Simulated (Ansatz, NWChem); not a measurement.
**From Ansatz to NWChem**

Ansatz 0.2.0 runs this on GeH3F (fluorogermane):

in.yaml:
```yaml
crystal:
  periodic: [false, false, false]
  atoms:
    - {symbol: F, position_ang: [-1.046500, 0.474300, 1.162200]}
    - {symbol: Ge, position_ang: [0.068200, -0.041600, -0.072800]}
    - {symbol: H, position_ang: [1.331000, -0.512000, 0.658600]}
    - {symbol: H, position_ang: [-0.627800, -1.178000, -0.831200]}
    - {symbol: H, position_ang: [0.325100, 1.183600, -0.958100]}
basis:
  gaussian: {orbitals: def2-SVP}
hamiltonian: {xc: hf}
accuracy: high
output: {forces: true, orbitals: {seedname: orbitals}}
```

```bash
$ ansatz run in.yaml --threads 1 --pin off --max-ram 2610MiB --events-out events.jsonl --progress --plain --runs-dir runs
```

The shape is that of a PBE0-D4/def2-TZVP optimisation.

It gives a total energy of -2176.228734 Eh.

Task: How is this level of theory, on these atoms, set up in NWChem 7.3.0 as an input file of the program's own?

Result: One way, which was run:

test.nw:
```
start test
title "FGeH3 gradient"
memory 2200 mb

geometry units angstrom noautosym nocenter noautoz
  F       -1.046500       0.474300       1.162200
  Ge       0.068200      -0.041600      -0.072800
  H        1.331000      -0.512000       0.658600
  H       -0.627800      -1.178000      -0.831200
  H        0.325100       1.183600      -0.958100
end

basis spherical bse
  * library def2-SVP
end

scf
  singlet
  rhf
  thresh 1e-08
  maxiter 80
end

task scf gradient
```

```bash
$ nwchem test.nw > test.out
```

Its energy is -2176.228734 Eh, 0.000 mEh from the first.
